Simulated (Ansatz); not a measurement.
Mo(NH)2(OH)2 (MoN2O2H4), 9 atoms. Hardware: 2 threads of Intel Xeon Platinum 8259CL on a shared host.

In the def2 sets Mo takes a core potential; there is no spin–orbit coupling. Correlated methods freeze 4 core orbitals; core or outer-core shells of Mo are correlated, in sets that lack core-valence functions.

(1) How many basis functions does each of these Ansatz runs have, and roughly what does it cost? HSE06-D4/def2-TZVP, charge 0 singlet, energy, from earlier orbitals; r2SCAN-D4/def2-SVP, charge 0 singlet, relaxation, 17 steps; HF/STO-3G, charge 0 singlet, energy; PBE0-D4/def2-SVP, charge 0 singlet, energy with a search over starts; PBE0-D4/def2-TZVP, charge 0 singlet, energy, from earlier orbitals; MP2/def2-TZVP, charge 0 singlet, energy, from earlier orbitals; PBE-D4/def2-TZVP, charge 0 singlet, energy and forces, from earlier orbitals; PBE0-D4/def2-SVP, charge 0 singlet, energy, from earlier orbitals; r2SCAN-D4/def2-TZVP, charge 0 singlet, energy, from earlier orbitals; HF/def2-TZVP, charge 0 singlet, energy, from earlier orbitals; r2SCAN0-D4/def2-TZVP, charge 0 singlet, energy, from earlier orbitals; PBE-D4/def2-SVP, charge 0 singlet, energy, from earlier orbitals.

Answers

(1) Other jobs shared the machine, so times can vary by a factor of up to 3. A dash marks memory too small to be measured apart from the calling script's.

| run | functions | fitting or Cholesky vectors | wall time | peak host memory (GiB) |
| --- | --- | --- | --- | --- |
| HF/STO-3G, charge 0 singlet, energy | 51 | 669 | 0.85 s | – |
| PBE0-D4/def2-SVP, charge 0 singlet, energy, from earlier orbitals | 107 | 1204 | 2.6 s | – |
| PBE-D4/def2-SVP, charge 0 singlet, energy, from earlier orbitals | 107 | 1165 | 2.7 s | – |
| PBE0-D4/def2-TZVP, charge 0 singlet, energy, from earlier orbitals | 188 | 1166 | 3.8 s | – |
| PBE0-D4/def2-SVP, charge 0 singlet, energy with a search over starts | 107 | 1204 | 3.8 s | – |
| HF/def2-TZVP, charge 0 singlet, energy, from earlier orbitals | 188 | 1364 | 4.5 s | – |
| PBE-D4/def2-TZVP, charge 0 singlet, energy and forces, from earlier orbitals | 188 | 1096 | 4.6 s | – |
| HSE06-D4/def2-TZVP, charge 0 singlet, energy, from earlier orbitals | 188 | 1166 | 5.5 s | – |
| r2SCAN-D4/def2-TZVP, charge 0 singlet, energy, from earlier orbitals | 188 | 1096 | 5.5 s | – |
| MP2/def2-TZVP, charge 0 singlet, energy, from earlier orbitals | 188 | 1369 | 7 s | – |
| r2SCAN0-D4/def2-TZVP, charge 0 singlet, energy, from earlier orbitals | 188 | 1166 | 8 s | – |
| r2SCAN-D4/def2-SVP, charge 0 singlet, relaxation, 17 steps | 107 | 1165 | 79 s | – |
